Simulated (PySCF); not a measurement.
**Orbital picture of HgCl⁺**

RHF at R = 2.256 Å; PySCF, scalar-relativistic core potentials, basis sets Hg cc-pVDZ-PP with ECP60, Cl cc-pV(D+d)Z. State: ¹Σ⁺ (singlet), closed shell. Only the outer orbitals are listed, counted within each symmetry, core potentials removing the inner ones.

```csv
orbital,occ.,ε (eV),on Hg (%),main shells (%)
3π,2,-26.41,98,98 Hg d
3π,2,-26.41,98,98 Hg d
7σ,2,-26.31,90,89 Hg d
1δ,2,-26.06,100,100 Hg d
1δ,2,-26.06,100,100 Hg d
8σ,2,-18.93,39,"59 Cl p, 32 Hg s"
4π,2,-17.88,5,95 Cl p
4π,2,-17.88,5,95 Cl p
9σ,0,-8.11,81,"61 Hg s, 20 Hg p, 19 Cl p"
5π,0,-3.88,99,98 Hg p
5π,0,-3.88,99,98 Hg p
```

Problem. Which are the highest filled and the lowest empty level, where do they sit, and how wide is the gap?

Solution. Highest filled 4π at -17.88 eV (in %: 95 Cl p); lowest empty 9σ at -8.11 eV (in %: 61 Hg s, 20 Hg p, 19 Cl p); the gap at RHF is 9.77 eV.

| Property | Result |
| --- | --- |
| bond order (Mayer) | 1.19 |
| ⟨S²⟩ | 0.000 |
| charge on Hg (Mulliken, basis-dependent) | 1.15 |
| charge on Hg (Löwdin, basis-dependent) | 0.94 |
| dipole moment (positive dipole points towards Cl; it is taken about the centre of mass and depends on that origin) | -4.29 D |
| polarisability along the bond | 50.2 bohr³ |
| polarisability across the bond | 21.7 bohr³ |

Spin–orbit coupling is left out.
